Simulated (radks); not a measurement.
Task: Charge is removed step by step from the 6s level of neutral lanthanum, starting from [Xe] 5d1 6s2. Calculated with a radial shooting solver on a logarithmic mesh with Libxc functionals: scalar-relativistic Kohn-Sham, BLYP, spin-unpolarised, spherical densities, point nucleus. At the starting occupation the eigenvalue is -3.521 eV. Estimate the energy to remove one whole electron from this level, the eigenvalue at the end, and how far E(n) bends from a straight line.

Result: Delta-SCF 5.870 eV; final eigenvalue -8.329 eV; the deviation from the straight line is -0.602 eV at 0.5 electron removed, the largest on the grid computed. Slater's transition state (half an electron removed) gives 5.844 eV. Integrating minus the eigenvalue over the occupation (Janak's theorem) gives 5.871 eV. In this scalar-relativistic scheme the density is built from large components alone, so the theorem holds only approximately. The mean slope of the eigenvalue, de/dn, is 4.81 eV per electron.
